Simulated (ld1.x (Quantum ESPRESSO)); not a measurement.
## Varying the ultrasoft potential for Cd (Z = 48)

Base potential:

```
Element                 : Cd (Z = 48)
Generator               : ld1.x (Quantum ESPRESSO) 7.5
Type                    : ultrasoft
Functional              : PBE
Relativity              : scalar-relativistic
Frozen core             : [Ar] 3d10 4s2
Valence charge          : 18
Reference configuration : 4p6 4d10 5s2 5p0
Partial waves           : 5s (bound): rcut 1.65, rcutus 2.10 bohr; 5s channel at 2.4 Ry: rcut 1.65, rcutus 2.10 bohr; 4p (bound): rcut 1.30, rcutus 1.55 bohr; 5p (bound, empty): rcut 1.30, rcutus 1.55 bohr; 4d (bound): rcut 0.95, rcutus 1.30 bohr; 4d channel at -0.5 Ry: rcut 0.95, rcutus 1.30 bohr
Local potential         : all-electron potential smoothed inside 1.65 bohr (lloc = -1)
Core correction         : none
Augmentation charge     : built from norm-conserving waves at rcut, not smoothed further
```

All-electron outer shells of the reference configuration (PBE, scalar-relativistic, ld1.x):

```tsv
shell	level (eV)	outermost node (bohr)	outermost maximum (bohr)
3d	-393.64	–	0.27
4s	-105.92	0.43	0.79
4p	-66.97	0.43	0.84
4d	-11.73	0.42	0.98
5s	-5.66	1.07	2.35
5p	-1.18	1.20	3.33
```

Cutoffs, loose and tight: the cutoffs (Ry, on a coarse ladder) from which the occupation-weighted sum of valence levels, in a spherical-Bessel basis at the reference potential, stays within 10 and 1 mRy of its value at 400 Ry. They do not see the model core or the augmentation charge, which bear on the density cutoff. Test errors are all-electron minus pseudo excitation energies from the reference, over the configurations 4p6 4d10 5s1 5p0; 4p6 4d10 5s0 5p0; 4p6 4d9 5s0 5p0; 4p6 4d9 5s2 5p1; 4p6 4d10 5s0 5p1; 4p6 4d10 5s0 5p2; 4p6 4d10 5s1.5 5p0. A dash means not determined; rows that change the core or the reference have their own tests. The largest error is taken over the tests solved by every variant that gives reliable tests at all: 4p6 4d10 5s0 5p0; 4p6 4d10 5s0 5p1; 4p6 4d10 5s0 5p2; 4p6 4d10 5s1 5p0; 4p6 4d10 5s1.5 5p0; 4p6 4d9 5s0 5p0.

A true bound ghost makes a file unfit for plane-wave use even where its test errors are small: the radial tests pick states by their node count and pass the ghost by. Where a test does run into it, the solver fails or the error is huge.

Cutoffs are not given where the Bessel-basis levels miss the radial ones by over 6 mRy, ghosts where they miss by over 20 mRy; a channel whose overlap is not positive is not tested.

```csv
change,outcome,"cutoff, loose","cutoff, tight",bound ghosts,largest test error (meV)
base,generated,–,–,s,-1549
"all radii scaled by about 1.41 (s 2.96, p 2.18, d 1.82 bohr, rcut 2.32/1.82/1.34); local potential all-electron potential smoothed inside 2.32 bohr (lloc = -1)",failed: chargeps: negative rho,–,–,–,–
"waves 4p (bound): rcut 1.08, rcutus 1.14 bohr; 5p (bound): rcut 1.08, rcutus 1.14 bohr",generated,–,–,s,+2433
"waves 4d (bound): rcut 0.95, rcutus 1.76 bohr; 4d channel at -0.5 Ry: rcut 0.95, rcutus 1.76 bohr",generated,–,–,s,-1550
local potential all-electron potential smoothed inside 2.00 bohr (lloc = -1),generated,–,–,not determined,-1526
local potential all-electron potential smoothed inside 1.95 bohr (lloc = -1),generated,–,–,not determined,-1522
"waves 5s (bound): rcut 1.65, rcutus 2.26 bohr; 5s channel at 2.4 Ry: rcut 1.65, rcutus 2.26 bohr",generated,–,–,s,-1549
reference 4p6 4d10 5s1.75 5p0,generated,–,–,s,-1548
"augmentation PSQ, inside the norm-conserving radii",generated,90 Ry,110 Ry,s,test run stopped at test 1 of 7 (negative rho)
"wave 4d channel at -0.5 Ry: rcut 0.95, rcutus 1.30 bohr becomes 4d channel at 0.36 Ry: rcut 0.95, rcutus 1.30 bohr",generated,–,–,s,-1550
```

**Question.** What comes out with this change to the base: type TM; waves now 5s (bound): rc 2.10 bohr; 4d (bound): rc 1.30 bohr; 4p (bound): rc 1.55 bohr; local potential the p channel?

**Answer.** outcome: generated; cutoff, loose: 80 Ry; cutoff, tight: 120 Ry; bound ghosts: s; largest test error (meV): +316.
